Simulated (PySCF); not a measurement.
As⁺ (arsenic, charge +1) across methods

[Ar] 3d10 4s2 4p2, high-spin 3P determinant. All numbers are calculated (PySCF 2.14, scalar relativity through the core potential, in aug-cc-pVTZ-PP with ECP10MDF).

```csv
method,E (hartree),mean ε 4s α (eV),mean ε 4s β (eV),mean ε 4p α (eV),Σ⟨r²⟩ (bohr²),⟨S²⟩
PBE0,-332.0204,-25.766,-23.273,-15.248,29.48,2.003
HSE06,-332.0146,-25.338,-23.005,-14.816,29.49,2.003
LDA,-331.5380,-24.175,-22.632,-13.984,29.49,2.001
r2SCAN,-331.9317,-24.642,-22.388,-14.417,29.31,2.004
BLYP,-332.0284,-23.755,-22.318,-13.691,29.58,2.001
UHF,-330.86418,-30.438,-25.308,-18.440,29.76,2.009
PBE,-332.0528,-23.932,-22.183,-13.964,29.54,2.002
B3LYP,-332.1099,-25.394,-23.355,-14.874,29.52,2.002
M06,-332.1476,-25.607,-23.947,-14.983,29.26,2.001
```

Energies and moments cover only the electrons outside the core potential.
